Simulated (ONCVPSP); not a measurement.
# Ir ONCV: all-electron and pseudo phase curves

* Element: Ir (Z = 77)
* Generator: ONCVPSP 4.0.1
* Type: optimised norm-conserving Vanderbilt (ONCV)
* Functional: PBE
* Relativity: fully relativistic
* Frozen core: [Kr] 4d10 4f14
* Valence charge: 17
* Reference configuration: 5s2 5p6 5d7 6s2
* Partial waves: 5s+6s: rc 1.40 bohr, ncon 4, nbas 7, qcut 6.9 1/bohr, 2 projectors; 5p: rc 1.80 bohr, ncon 4, nbas 8, qcut 8.2 1/bohr, 1 projector; 5d: rc 2.15 bohr, ncon 4, nbas 8, qcut 8.3 1/bohr, 2 projectors, debl 2.2 Ha
* Local potential: polynomial inside 1.15 bohr (lpopt 5, dvloc0 0 Ha)
* Core correction: none

Open shells are filled in proportion to 2j + 1.

The phase is arctan(r·R′/R) of the radial function R(r), unwrapped; energies in Ha, scanned from -5 to 5 Ha. A pole is an energy at which the radial function vanishes at the test radius. The pseudo phase is shifted by a multiple of π to meet the all-electron one at the reference energy, and phase errors are pseudo minus all-electron; the curves can meet again beyond the range given. Levels narrower than the energy grid can be missing from the lists of poles.

Problem. For each channel, where are the poles, and over which energies does the pseudopotential scatter like the atom?

Solution.

```tsv
channel	radius (bohr)	reference energy (Ha)	poles, all-electron	poles, pseudo	unbroken range about the reference energy with phases within 0.05 rad	phase error 1 Ha above the reference energy (rad)
s	1.42	-0.23	-2.51	-2.51	the whole range	-0.000
p3/2	1.83	-1.87	-1.45	-1.45, 3.28	below 0.0	-0.009
p1/2	1.83	-2.37	-2.10	-2.10, 3.29	below -0.3	-0.007
d5/2	2.18	-0.25	0.26	0.26	the whole range	-0.000
d3/2	2.18	-0.29	0.17	0.17	the whole range	-0.000
```

Phases in the d5/2 channel:

```tsv
E (Ha)	all-electron	pseudo
-4.96	1.397	1.397
-4.48	1.386	1.386
-4.00	1.372	1.372
-3.52	1.355	1.355
-3.04	1.332	1.332
-2.56	1.301	1.301
-2.08	1.254	1.254
-1.60	1.171	1.171
-1.12	0.978	0.977
-0.64	0.093	0.092
-0.16	-1.286	-1.286
0.32	-1.595	-1.595
0.80	-1.758	-1.758
1.28	-1.950	-1.950
1.76	-2.406	-2.406
2.24	-3.620	-3.619
2.72	-4.262	-4.262
3.20	-4.468	-4.468
3.68	-4.566	-4.566
4.16	-4.626	-4.626
4.64	-4.669	-4.670
```
